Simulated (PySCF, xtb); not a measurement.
Si(H)(NH2)3 (H7N3Si), SMILES N[SiH](N)N. Other conformers were not sampled.

Harmonic wavenumbers (cm⁻¹) from xtb with GFN2-xTB at its own minimum, in rising order: 151, 173, 210, 226, 248, 280, 545, 561, 590, 654, 696, 774, 811, 814, 845, 912, 950, 1530, 1535, 1540, 2225, 3471, 3479, 3483, 3508, 3513, 3523.

Task: What does PBE0-D3(BJ)/def2-SVP run with PySCF 2.14.0 give at its own minimum? (Estimate from the structure and the level; the computed values follow.)

Result: 207, 246, 272, 298, 339, 358, 418, 432, 437, 719, 722, 789, 824, 854, 906, 954, 966, 1529, 1538, 1538, 2201, 3611, 3612, 3622, 3715, 3715, 3728. Paired by order, the mean absolute difference is 81 cm⁻¹ and the zero-point energies are 53.2 and 55.1 kcal/mol.
